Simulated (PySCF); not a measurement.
## Stretching PtH

Set-up: H def2-TZVPP, Pt def2-TZVPP with ECP60; scalar-relativistic core potentials (PySCF 2.14). Energies in eV from H + Pt (5d9 6s1) in their ground configurations at the same level. All curves are PBE0. state 1: ²Σ⁺ (doublet), unpaired electrons σ ↑; state 2: ²Δ (doublet), unpaired electrons δ ↑, a second solution, started from another occupation; state 3: ²Π (doublet), unpaired electrons π ↑, a second solution, started from another occupation; state 4: ⁴Δ (quartet), unpaired electrons σ ↑↑, δ ↑, a second solution, started from another occupation.

```csv
R (Å),state 1,state 2,state 3,state 4
1.308,-2.738,-2.587,-1.781,0.5824
1.369,-3.108,-2.968,-2.226,0.0459
1.430,-3.317,-3.189,-2.506,-0.3260
1.475,-3.394,-3.273,-2.633,-0.5212
1.521,-3.415,-3.303,-2.701,-0.6585
1.567,-3.394,-3.290,-2.724,-0.7493
1.627,-3.312,-3.218,-2.698,-0.8132
1.704,-3.148,-3.066,-2.598,-0.8241
1.795,-2.892,-2.823,-2.410,-0.7691
1.917,-2.499,-2.443,-2.095,-0.6317
```

Task: Put a parabola through the three lowest points of the state 1 curve and estimate Re, k and ωe (reduced mass 1.003 u; 1 eV/Å² = 0.16022 mdyn/Å; ωe = 1302.8·√(k/μ) cm⁻¹).

Result: Through R = 1.475, 1.521, 1.567 Å the second-order coefficient is 9.92 eV/Å², so Re ≈ 1.521 Å, k ≈ 3.18 mdyn/Å and ωe ≈ 2320 cm⁻¹. A polynomial fit of higher order to the unrounded PBE0 energies gives Re = 1.519 Å, k = 3.37 mdyn/Å, ωe = 2390 cm⁻¹; anharmonicity and rounding make the difference.

The higher-order fit for each curve: state 1: Re = 1.519 Å, ωe = 2390 cm⁻¹, De = 3.42 eV; state 2: Re = 1.528 Å, ωe = 2345 cm⁻¹, minimum 3.30 eV below the ground-state fragments; state 3: Re = 1.570 Å, ωe = 2178 cm⁻¹, minimum 2.72 eV below the ground-state fragments; state 4: Re = 1.678 Å, ωe = 1680 cm⁻¹, minimum 0.83 eV below the ground-state fragments.

The metal atom is held in its measured ground configuration; semilocal functionals can put another filling of s and d lower by some tenths of an eV, and De to that atom would be smaller. These are scalar-relativistic numbers at best; spin–orbit coupling would shift them, the dissociation energy most. Counting both spins, an empty level lies below a filled one in some of these solutions, because spin and occupation are held. The state is the lowest single determinant that the PBE0 search found; with open d or f shells the true ground state can be another one.
